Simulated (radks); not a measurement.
The germanium ion Ge3+, 29 electrons, occupied as [Ar] 3d10 4s1 (the NIST ground configuration). Calculated with a radial shooting solver on a logarithmic mesh with Libxc functionals: non-relativistic Kohn-Sham, LB94 model potential, spin-polarised, spherical densities, point nucleus; open shells are filled with parallel spins first.

Normalised radial functions P(r) = r R(r), r in bohr:

```
   r/bohr * 3p down (the largest magnitude, 1.28, reaches the edge; | marks zero)
 0.001787                             *
 0.002645                             *
 0.003914                             *
 0.005793                             *
 0.008573                             *
  0.01269                             |*
  0.01878                             | *
  0.02779                             |   *
  0.04113                             |      *
  0.06086                             |          *
  0.09007                             |             *
   0.1333                             |             *
   0.1973                             |     *
    0.292                   *         |
   0.4321    *                        |
   0.6395  *                          |
   0.9464            *                |
    1.401                       *     |
    2.056                            *|
    3.043                             *
    4.504                             *
```

3p down: eigenvalue -158.81 eV, 1 radial node at r = 0.231 bohr, <r> = 0.653 bohr, 90 % of the charge inside 1.01 bohr.
